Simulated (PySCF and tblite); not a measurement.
C6H6FNO, numbered as in [CH3:1][O:2][c:3]1[cH:4][cH:5][c:6]([F:7])[n:8][cH:9]1.

First level. Search: ETKDG and KDG, MMFF94s, GFN2-xTB, 60 starts; geometries at GFN2-xTB. Energies: PBE0-D3(BJ)/pcSseg-1, with GFN2-xTB thermal terms (modes under about 100 cm⁻¹ blended into free rotors). Symmetry numbers and mirror images are counted. Conformers within 2.5 kcal/mol (GFN2-xTB free energy) were kept, 3 at most. GIAO shieldings: PBE0/pcSseg-1. Shifts are against TMS (¹H), TMS (¹³C), CFCl3 (¹⁹F), NH3 (¹⁵N) at the same level. Codes: tblite and PySCF.

It gives, at 298.15 K, with 2 conformers (largest weight 62 %): ¹H: 8.06 (H9, 1H), 7.40 (H4, 1H), 6.98 (H5, 1H), 3.96 (H1, 3H) ppm. ¹³C: 167.7 (C6), 159.7 (C3), 137.3 (C9), 131.0 (C4), 114.3 (C5), 56.5 (C1) ppm. ¹⁹F: -81.1 (F7) ppm. ¹⁵N: 319.7 (N8) ppm.

Second level: GFN2-xTB geometries, energies PBE0-D3(BJ)/pcSseg-1 (IEF-PCM, benzene), SCF damping 0.3, shieldings PBE0/pcSseg-1 (IEF-PCM, benzene), SCF damping 0.3, on up to 3 of the same conformers.

(1) How do the averaged shifts change?

Unscaled ¹⁹F and ¹⁵N shifts at such levels can be off by tens of ppm; differences between conformers or isomers are more reliable. Shifts are unscaled: against experiment ¹³C can be off by 15 ppm or more and ¹H by 0.8 ppm.

Answers

(1) 
| signal | first | second | change (ppm) |
| --- | --- | --- | --- |
| H1 | 3.96 | 4.05 | 0.09 |
| H4 | 7.40 | 7.58 | 0.17 |
| H5 | 6.98 | 7.15 | 0.17 |
| H9 | 8.06 | 8.10 | 0.05 |
| C1 | 56.5 | 57.2 | 0.7 |
| C3 | 159.7 | 160.9 | 1.2 |
| C4 | 131.0 | 132.2 | 1.3 |
| C5 | 114.3 | 115.4 | 1.1 |
| C6 | 167.7 | 167.8 | 0.1 |
| C9 | 137.3 | 138.1 | 0.8 |
| F7 | -81.1 | -85.2 | -4.1 |
| N8 | 319.7 | 314.8 | -5.0 |

The largest weight becomes 58 %.


¹⁵N shifts are against a computed isolated NH3 molecule, about 20 ppm from the liquid.

Conformer gaps in pcSseg-1 on xTB geometries can be 2 kcal/mol off for S=O, P=O and other polar bonds.